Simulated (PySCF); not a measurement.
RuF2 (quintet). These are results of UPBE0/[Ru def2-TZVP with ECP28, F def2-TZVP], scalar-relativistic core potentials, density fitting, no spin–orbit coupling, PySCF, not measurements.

Harmonic bands of its minimum:

```tsv
ω (cm⁻¹)	IR (km/mol, summed over degenerate members)	degeneracy
135	36.3	2
613	0.0	1
680	264	1
```

The central atom is Ru. Infer the point group and assign the bands.

D∞h. The modes span πu + σg+ + σu+: 135 πu, 613 σg+, 680 σu+. The computed geometry has Ru–F 1.866 Å (×2); F–Ru–F 180.0°.

Only a few start shapes were tried, so a lower isomer may exist. Other spin states or occupations of the open shell can lie lower.
